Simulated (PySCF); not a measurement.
Species: C₆H₃F₂O₂S (charge -1).
Numbering: `[O:1]=[C:2]([O-:3])[c:4]1[cH:5][c:6]([F:7])[c:8]([CH2:9][F:10])[s:11]1` (hydrogens: H12 on C5; H13, H14 on C9)

Computed with PySCF, PBE0-D3(BJ)/def2-SVP geometry optimisation, gas phase.

Some entries are withheld. Bonds in one row agree within 0.01 Å.

```json
{"coordinate": "O1=C2, C2–O3", "value": "?"}
{"coordinate": "C2–C4", "value": "?"}
{"coordinate": "C4–C5", "value": "?"}
{"coordinate": "C5–C6", "value": "1.412 Å"}
{"coordinate": "C6–F7", "value": "1.341 Å"}
{"coordinate": "C6–C8", "value": "1.377 Å"}
{"coordinate": "C8–C9", "value": "?"}
{"coordinate": "C9–F10", "value": "1.390 Å"}
{"coordinate": "C8–S11", "value": "1.737 Å"}
{"coordinate": "C4–S11", "value": "1.722 Å"}
{"coordinate": "C5–H12", "value": "1.089 Å"}
{"coordinate": "C9–H13, C9–H14", "value": "1.103 Å"}
{"coordinate": "O1–C2–O3", "value": "132.2°"}
{"coordinate": "O1–C2–C4", "value": "?"}
{"coordinate": "C2–C4–C5", "value": "130.0°"}
{"coordinate": "C2–C4–S11", "value": "118.1°"}
{"coordinate": "C5–C4–S11", "value": "111.9°"}
{"coordinate": "C4–C5–C6", "value": "111.3°"}
{"coordinate": "C5–C6–F7", "value": "122.7°"}
{"coordinate": "C5–C6–C8", "value": "115.3°"}
{"coordinate": "F7–C6–C8", "value": "122.0°"}
{"coordinate": "C6–C8–C9", "value": "?"}
{"coordinate": "C6–C8–S11", "value": "109.0°"}
{"coordinate": "C9–C8–S11", "value": "124.5°"}
{"coordinate": "C8–C9–F10", "value": "?"}
{"coordinate": "C4–S11–C8", "value": "92.5°"}
```

Question: Fill in the missing values.

Answer: 
- O1=C2, C2–O3 = 1.242 Å, drawn with different orders but equal in length (carboxylate oxygen to carboxylate carbon); 0.15 Å below the sum of covalent radii, 1.39 Å.
- C2–C4 = 1.538 Å, drawn single (carboxylate carbon to substituted aromatic carbon); 0.08 Å above the sum of covalent radii, 1.46 Å.
- C4–C5 = 1.374 Å, aromatic (substituted aromatic carbon to aromatic CH carbon); 0.09 Å below the sum of covalent radii, 1.46 Å.
- C8–C9 = 1.477 Å, drawn single (substituted aromatic carbon to sp3 C–F carbon); 0.01 Å below the sum of covalent radii, 1.49 Å.
- O1–C2–C4 = 113.3°, at the carboxylate carbon; the outer atoms are 2.330 Å apart.
- C6–C8–C9 = 126.5°, at the substituted aromatic carbon; the outer atoms are 2.548 Å apart.
- C8–C9–F10 = 113.5°, at the sp3 C–F carbon; the outer atoms are 2.398 Å apart.

Radii are Cordero's, carbon taken as 0.76, 0.73 or 0.69 Å for four, three, and two or fewer neighbours.

PBE0-D3(BJ)/def2-SVP frequencies: not computed here. The geometry's basis has no diffuse functions, a weakness for an anion. Torsions: C6–C8–C9–F10 96°.

Time: 3.0 min; peak memory 0.76 GiB. Hardware: one thread of an Intel Xeon Platinum 8559C, shared host. This is the geometry optimisation.

One conformer stands for the species.
